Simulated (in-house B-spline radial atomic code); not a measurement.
RPA and G0W0 for Mg III (Mg2+), [He] 2s2 2p6, as one setting changes: the highest l of the empty states. Start: r2SCAN. A dash marks a level of low quasi-particle weight. Computed with an all-electron radial atomic-structure program (B-spline basis): all electrons, non-relativistic, point nucleus, each spin shell either full or empty, empty states to the listed l with an (l + 1/2)⁻⁴ tail; G0W0 by contour deformation at full frequency.

```tsv
highest l of the empty states	RPA summed (Eh)	RPA extrapolated (Eh)	G0W0 level (eV)
3	-0.53685	-0.59178	2p -79.57
4	?	?	?
5	-0.57949	-0.59628	2p -79.75
6	-0.58515	-0.59488	2p -79.74
7	-0.58815	-0.59427	2p -79.74
8	-0.58987	-0.59396	2p -79.74
9	-0.59093	-0.59378	2p -79.74
10	?	?	?
11	-0.59206	-0.59358	2p -79.73
```

**Question.** What belongs in the row for 10?

**Answer.** RPA summed (Eh): -0.5916; RPA extrapolated (Eh): -0.59365; G0W0 level (eV): 2p -79.74.

**Question.** What belongs in the row for 4?

**Answer.** RPA summed (Eh): -0.56744; RPA extrapolated (Eh): -0.60023; G0W0 level (eV): 2p -79.78.
